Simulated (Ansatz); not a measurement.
A structure relaxed at PBE-D4/def2-SVPD in Ansatz, charge -1, singlet:

```xyz
6

B     1.3960    0.0008   -0.3326
Si    0.3800   -0.0401    1.5020
Si   -2.4915    0.5424   -1.4128
Si   -0.2525    0.5329   -1.1643
Si    2.6914   -0.3125    1.0034
Si   -1.7233   -0.7235    0.4044
```

Give its formula.

the cluster Si₅B⁻.

Summarise the bond lengths by kind (pairs closer than 1.2 times the sum of covalent radii, bridged metal pairs left out).

5 × Si–Si 2.25 to 2.49 Å; 3 × B–Si 1.89 to 2.10 Å.

The restricted singlet is unstable towards broken spin symmetry in Hartree–Fock (as tested in another run); at PBE-D4/def2-SVPD this wasn't settled. The structure comes from a short search, and lower isomers may exist.
